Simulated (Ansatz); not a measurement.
Relaxation of `FC(F)(F)c1cc2sc(-c3cc4sc(-c5cc6sc(C(F)(F)F)cc6s5)cc4s3)cc2s1` with RKS PBE-D4/def2-SVP.

```sh
$ ansatz run in.yaml --threads 2 --pin off --events-out ev --progress --plain --max-ram 20480MiB --backend cuda --devices 0, --max-vram 18GiB
```

```yaml
crystal:
  periodic: [false, false, false]
  atoms:
    - {symbol: F, position_ang: [-10.285880, -1.011870, 0.201330]}
    - {symbol: C, position_ang: [-9.724800, 0.040580, -0.424610]}
    - {symbol: F, position_ang: [-10.203290, 0.018540, -1.680650]}
    - {symbol: F, position_ang: [-10.227270, 1.139230, 0.156590]}
    - {symbol: C, position_ang: [-8.239900, 0.018600, -0.366250]}
    - {symbol: C, position_ang: [-7.444900, 0.904120, 0.305380]}
    - {symbol: C, position_ang: [-6.091520, 0.568320, 0.153150]}
    - {symbol: S, position_ang: [-4.602580, 1.240430, 0.708500]}
    - {symbol: C, position_ang: [-3.703950, -0.016220, -0.124610]}
    - {symbol: C, position_ang: [-2.281630, -0.022080, -0.071540]}
    - {symbol: C, position_ang: [-1.464260, 0.868560, 0.584640]}
    - {symbol: C, position_ang: [-0.113340, 0.561840, 0.397670]}
    - {symbol: S, position_ang: [1.375350, 1.257820, 0.926690]}
    - {symbol: C, position_ang: [2.280740, 0.019270, 0.072160]}
    - {symbol: C, position_ang: [3.703300, 0.015090, 0.124690]}
    - {symbol: C, position_ang: [4.522490, 0.899890, 0.784570]}
    - {symbol: C, position_ang: [5.874280, 0.567510, 0.627030]}
    - {symbol: S, position_ang: [7.361330, 1.243520, 1.186310]}
    - {symbol: C, position_ang: [8.240190, -0.016840, 0.366640]}
    - {symbol: C, position_ang: [9.725050, -0.037630, 0.425160]}
    - {symbol: F, position_ang: [10.227380, -1.134570, -0.159180]}
    - {symbol: F, position_ang: [10.287440, 1.015770, -0.197920]}
    - {symbol: F, position_ang: [10.202510, -0.019010, 1.681690]}
    - {symbol: C, position_ang: [7.446270, -0.902610, -0.306170]}
    - {symbol: C, position_ang: [6.092330, -0.568510, -0.153610]}
    - {symbol: S, position_ang: [4.602910, -1.242240, -0.706560]}
    - {symbol: C, position_ang: [1.463430, -0.871600, -0.584110]}
    - {symbol: C, position_ang: [0.112420, -0.563660, -0.399240]}
    - {symbol: S, position_ang: [-1.376470, -1.260180, -0.927020]}
    - {symbol: C, position_ang: [-4.522900, -0.900970, -0.784700]}
    - {symbol: C, position_ang: [-5.874480, -0.568170, -0.627120]}
    - {symbol: S, position_ang: [-7.362000, -1.240750, -1.188790]}
    - {symbol: H, position_ang: [-7.818760, 1.740610, 0.866270]}
    - {symbol: H, position_ang: [-1.834830, 1.693770, 1.164910]}
    - {symbol: H, position_ang: [4.158460, 1.737570, 1.350230]}
    - {symbol: H, position_ang: [7.820670, -1.739370, -0.866490]}
    - {symbol: H, position_ang: [1.834120, -1.697130, -1.163860]}
    - {symbol: H, position_ang: [-4.157920, -1.737650, -1.351190]}
basis:
  gaussian: {orbitals: def2-SVP, fitting: {mean_field: def2-universal-jkfit}}
hamiltonian: {xc: pbe, dispersion: d4}
scf: {lower_state_search: "off"}
output: {orbitals: {seedname: orbitals}}
relax: {f_tol: 0.03, max_steps: 70}
```

Hardware: 2 threads of AMD EPYC 7R13 on a shared host and a share (18 GiB) of an NVIDIA H100 80GB HBM3. Wall time 16 s, peak host memory 1.1 GiB.

Positions (Å) and forces (eV/Å) at steps 1, 2, 3, 4 of 4:

```xyz
38
step=1 energy=-102037.2666 eV
F   -10.286   -1.012    0.201   -0.017   -0.599    0.303
C    -9.725    0.041   -0.425   -0.468    0.011    0.059
F   -10.203    0.019   -1.681    0.066   -0.085   -0.719
F   -10.227    1.139    0.157    0.048    0.667    0.389
C    -8.240    0.019   -0.366   -0.620   -0.344   -0.318
C    -7.445    0.904    0.305    0.189    0.127    0.090
C    -6.092    0.568    0.153    0.149    0.277    0.231
S    -4.603    1.240    0.709    0.136    0.294    0.200
C    -3.704   -0.016   -0.125    0.182    0.306    0.240
C    -2.282   -0.022   -0.072   -0.182   -0.332   -0.237
C    -1.464    0.869    0.585    0.254    0.120    0.091
C    -0.113    0.562    0.398    0.226    0.294    0.209
S     1.375    1.258    0.927    0.133    0.266    0.206
C     2.281    0.019    0.072    0.187    0.334    0.234
C     3.703    0.015    0.125   -0.175   -0.316   -0.232
C     4.522    0.900    0.785    0.257    0.144    0.109
C     5.874    0.568    0.627    0.193    0.309    0.201
S     7.361    1.244    1.186    0.106    0.257    0.214
C     8.240   -0.017    0.367    0.619    0.357    0.298
C     9.725   -0.038    0.425    0.470   -0.018   -0.060
F    10.227   -1.135   -0.159   -0.042   -0.676   -0.386
F    10.287    1.016   -0.198    0.007    0.606   -0.297
F    10.203   -0.019    1.682   -0.062    0.082    0.716
C     7.446   -0.903   -0.306   -0.196   -0.134   -0.082
C     6.092   -0.569   -0.154   -0.155   -0.278   -0.222
S     4.603   -1.242   -0.707   -0.132   -0.297   -0.209
C     1.463   -0.872   -0.584   -0.250   -0.115   -0.094
C     0.112   -0.564   -0.399   -0.223   -0.294   -0.203
S    -1.376   -1.260   -0.927   -0.134   -0.267   -0.207
C    -4.523   -0.901   -0.785   -0.257   -0.138   -0.111
C    -5.874   -0.568   -0.627   -0.196   -0.298   -0.208
S    -7.362   -1.241   -1.189   -0.113   -0.264   -0.206
H    -7.819    1.741    0.866   -0.368    0.625    0.407
H    -1.835    1.694    1.165   -0.315    0.652    0.449
H     4.158    1.738    1.350   -0.332    0.661    0.449
H     7.821   -1.739   -0.866    0.369   -0.620   -0.404
H     1.834   -1.697   -1.164    0.316   -0.652   -0.448
H    -4.158   -1.738   -1.351    0.329   -0.663   -0.449
38
step=2 energy=-102037.5276 eV
F   -10.362   -1.029    0.209   -0.043   -0.167    0.081
C    -9.816    0.037   -0.421   -0.081   -0.016    0.025
F   -10.278    0.012   -1.691   -0.028   -0.034   -0.232
F   -10.303    1.147    0.169   -0.022    0.203    0.127
C    -8.324    0.018   -0.368   -0.115   -0.026   -0.059
C    -7.518    0.913    0.306    0.095    0.060    0.060
C    -6.154    0.572    0.151   -0.015    0.072    0.041
S    -4.653    1.243    0.697    0.103    0.194    0.148
C    -3.741   -0.015   -0.134    0.050    0.034    0.006
C    -2.305   -0.014   -0.077   -0.052   -0.019   -0.032
C    -1.474    0.883    0.584    0.081    0.071    0.066
C    -0.113    0.567    0.400    0.007    0.069    0.055
S     1.388    1.250    0.933    0.094    0.192    0.129
C     2.305    0.012    0.077    0.053    0.023    0.030
C     3.740    0.014    0.134   -0.049   -0.035   -0.013
C     4.571    0.907    0.799    0.096    0.085    0.071
C     5.934    0.571    0.636   -0.004    0.065    0.048
S     7.432    1.237    1.197    0.078    0.194    0.118
C     8.324   -0.016    0.368    0.115    0.021    0.060
C     9.816   -0.035    0.421    0.082    0.014   -0.023
F    10.303   -1.143   -0.171    0.024   -0.205   -0.125
F    10.362    1.033   -0.206    0.038    0.169   -0.080
F    10.278   -0.013    1.691    0.031    0.032    0.232
C     7.519   -0.912   -0.304   -0.099   -0.055   -0.067
C     6.154   -0.573   -0.151    0.013   -0.068   -0.043
S     4.653   -1.243   -0.697   -0.100   -0.197   -0.143
C     1.474   -0.885   -0.585   -0.080   -0.071   -0.064
C     0.112   -0.568   -0.401   -0.007   -0.069   -0.053
S    -1.388   -1.252   -0.933   -0.094   -0.192   -0.130
C    -4.571   -0.907   -0.800   -0.096   -0.087   -0.065
C    -5.934   -0.571   -0.636    0.006   -0.067   -0.042
S    -7.433   -1.237   -1.196   -0.079   -0.190   -0.126
H    -7.902    1.762    0.872   -0.117    0.145    0.098
H    -1.849    1.724    1.171   -0.085    0.164    0.113
H     4.199    1.755    1.376   -0.091    0.165    0.108
H     7.903   -1.762   -0.871    0.118   -0.144   -0.097
H     1.849   -1.726   -1.171    0.086   -0.164   -0.113
H    -4.199   -1.755   -1.377    0.089   -0.166   -0.109
38
step=3 energy=-102037.5554 eV
F   -10.393   -1.036    0.212   -0.012   -0.002   -0.003
C    -9.851    0.035   -0.420    0.039   -0.017    0.014
F   -10.311    0.007   -1.694   -0.012   -0.004   -0.014
F   -10.334    1.149    0.175   -0.010    0.012    0.009
C    -8.353    0.018   -0.369   -0.022    0.033    0.046
C    -7.544    0.915    0.308    0.026    0.011   -0.017
C    -6.174    0.578    0.147   -0.055   -0.043   -0.013
S    -4.667    1.251    0.692    0.017    0.047    0.014
C    -3.753   -0.006   -0.149    0.026   -0.060   -0.012
C    -2.312   -0.004   -0.087   -0.027    0.036    0.047
C    -1.477    0.892    0.584    0.008    0.013   -0.021
C    -0.111    0.570    0.401   -0.048   -0.036   -0.029
S     1.396    1.252    0.935    0.013    0.028    0.041
C     2.312    0.003    0.086    0.027   -0.038   -0.042
C     3.753    0.005    0.149   -0.027    0.052    0.022
C     4.588    0.904    0.814    0.010    0.008   -0.005
C     5.955    0.570    0.643   -0.038   -0.033   -0.040
S     7.460    1.247    1.191    0.012    0.021    0.058
C     8.353   -0.017    0.368    0.023   -0.026   -0.059
C     9.851   -0.034    0.420   -0.038    0.020   -0.016
F    10.334   -1.146   -0.176    0.009   -0.013   -0.007
F    10.393    1.039   -0.208    0.014    0.004    0.003
F    10.310   -0.009    1.695    0.010    0.002    0.011
C     7.544   -0.913   -0.310   -0.028   -0.020    0.031
C     6.175   -0.578   -0.147    0.054    0.040    0.016
S     4.667   -1.254   -0.689   -0.016   -0.040   -0.023
C     1.477   -0.893   -0.584   -0.009   -0.011    0.017
C     0.111   -0.571   -0.402    0.048    0.035    0.031
S    -1.396   -1.254   -0.936   -0.013   -0.027   -0.042
C    -4.589   -0.906   -0.813   -0.006    0.000   -0.006
C    -5.955   -0.571   -0.643    0.039    0.039    0.035
S    -7.460   -1.244   -1.195   -0.014   -0.030   -0.047
H    -7.935    1.765    0.880   -0.019   -0.005   -0.011
H    -1.854    1.739    1.172   -0.005   -0.004   -0.004
H     4.213    1.760    1.391   -0.007   -0.009    0.001
H     7.936   -1.763   -0.882    0.020    0.005    0.011
H     1.854   -1.741   -1.172    0.005    0.004    0.004
H    -4.213   -1.761   -1.390    0.006    0.009   -0.001
38
step=4 energy=-102037.5567 eV
F   -10.394   -1.042    0.216    0.005    0.000    0.001
C    -9.854    0.030   -0.415   -0.016    0.002   -0.004
F   -10.318    0.002   -1.689    0.007    0.000    0.007
F   -10.340    1.143    0.181    0.001    0.000    0.003
C    -8.357    0.019   -0.367    0.017   -0.007   -0.005
C    -7.548    0.918    0.306    0.000   -0.002   -0.003
C    -6.178    0.581    0.145    0.015    0.003    0.003
S    -4.669    1.258    0.687    0.006   -0.002   -0.003
C    -3.754   -0.003   -0.152   -0.005    0.004    0.001
C    -2.314   -0.001   -0.089    0.003   -0.004   -0.003
C    -1.477    0.896    0.579   -0.001    0.000    0.000
C    -0.112    0.570    0.401    0.017    0.004    0.002
S     1.396    1.250    0.941    0.010   -0.006   -0.003
C     2.314   -0.001    0.089   -0.004    0.004    0.004
C     3.754    0.002    0.152    0.005   -0.003   -0.002
C     4.590    0.900    0.816   -0.001   -0.001    0.001
C     5.957    0.566    0.645    0.019    0.005    0.004
S     7.462    1.242    1.198    0.004   -0.001    0.001
C     8.357   -0.017    0.367   -0.018    0.007    0.005
C     9.854   -0.029    0.415    0.016   -0.002    0.004
F    10.340   -1.140   -0.183    0.000   -0.001   -0.003
F    10.394    1.045   -0.213   -0.005    0.000   -0.001
F    10.318   -0.004    1.689   -0.007    0.000   -0.008
C     7.548   -0.917   -0.306    0.000    0.002    0.002
C     6.178   -0.581   -0.145   -0.014   -0.004   -0.003
S     4.670   -1.259   -0.687   -0.006    0.002    0.002
C     1.477   -0.897   -0.579    0.002   -0.001    0.000
C     0.112   -0.571   -0.400   -0.017   -0.004   -0.002
S    -1.396   -1.251   -0.941   -0.011    0.006    0.003
C    -4.591   -0.901   -0.816    0.002    0.001   -0.001
C    -5.957   -0.565   -0.645   -0.020   -0.005   -0.005
S    -7.462   -1.240   -1.199   -0.004    0.001   -0.001
H    -7.943    1.767    0.876   -0.007    0.003    0.001
H    -1.854    1.743    1.167   -0.002    0.002    0.001
H     4.215    1.754    1.395   -0.003    0.003    0.001
H     7.943   -1.767   -0.876    0.007   -0.003   -0.001
H     1.854   -1.745   -1.166    0.003   -0.002   -0.001
H    -4.215   -1.754   -1.396    0.003   -0.002   -0.001
```

Single mean-field runs in def2-SVP are fitted with def2-universal-jkfit.
